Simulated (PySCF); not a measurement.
K(I) cation (IK), SMILES [K][I] (connectivity only; charge and spin as stated), charge +1, multiplicity 2.

Geometry: PBE0-D3(BJ)/def2-TZVPD. The multiplicity is an assumed one; other spin states were not compared. The def2 effective core potentials stand for the cores of I; spin–orbit coupling is left out.

All values below come from CAM-B3LYP/def2-TZVPD in PySCF.

Isolated molecule, no solvent.

Computed frontier levels, dipole moment:
```json
{
  "α spin, highest occupied and lowest empty level": "-13.46 and -4.68 eV",
  "β spin, highest occupied and lowest empty level": "-13.16 and -8.39 eV",
  "dipole_moment_about_the_centre_of_nuclear_charge": "10.75 D",
  "⟨S²⟩": "0.753 (pure state 0.75)"
}
```
